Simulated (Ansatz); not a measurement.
A run for Ansatz (a quantum-chemistry and plane-wave program): R-PBE/def2-TZVPPD on HF (SMILES F). Files ending in .json are basis or fitting sets from the Basis Set Exchange.

Ansatz 0.2 input:
```yaml
crystal:
  periodic: [false, false, false]
  atoms:
    - {symbol: F, position_ang: [-0.03245971, -0.01161536, 0.34874149]}
    - {symbol: H, position_ang: [-0.01822541, -0.00444956, 1.28328892]}
basis:
  gaussian:
    orbitals: def2-TZVPPD.json
hamiltonian:
  xc: {name: PBE}
scf: {lower_state_search: off}
```

Give the final energy of this run.

-100.3967 hartree.
